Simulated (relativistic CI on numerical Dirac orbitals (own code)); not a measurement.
Method of calculation: Dirac-Coulomb-Breit CI, KLI orbitals optimised for each configuration, a model potential for QED, unscaled Slater integrals (own radial code, finite nucleus).

The strongest absorption lines from the ground level of an ion, among the configurations computed and to levels below about 417 eV (vacuum wavelength in nm, gf): 4.1517 (0.25), 4.2623 (3.2), 4.2859 (0.68), 9.7932 (0.24), 9.7997 (3.6), 9.8796 (0.48), 10.023 (1.7), 10.972 (3).

(1) Which ion is it?
A. Kr XVIII
B. Se XVI
C. Se XIV
D. Ge XIV

Answers

(1) B. Se XVI has 19 electrons and the ground level 3s2 3p6 3d 2D_3/2; the strongest line goes to 3s2 3p5 3d2 2D°_3/2. The pattern of lines fixes the number of electrons, and along that sequence the line energies rise steadily with the charge (about as its square where n changes within one kind of shell, about linearly where n is kept but much faster in heavy ions where fine structure, which grows about as Z⁴, sets the gap, and irregularly where shells cross), which fixes Z. Configurations outside the model, such as inner-shell arrays, can give stronger lines. At this charge energies of transitions that change n are usually good to better than 1 %, and those within a shell (Δn = 0) to a few per cent.

LS names give the leading component of a level, which can be under half, so a name can repeat, a term be missing and a line seem to break the LS rules.
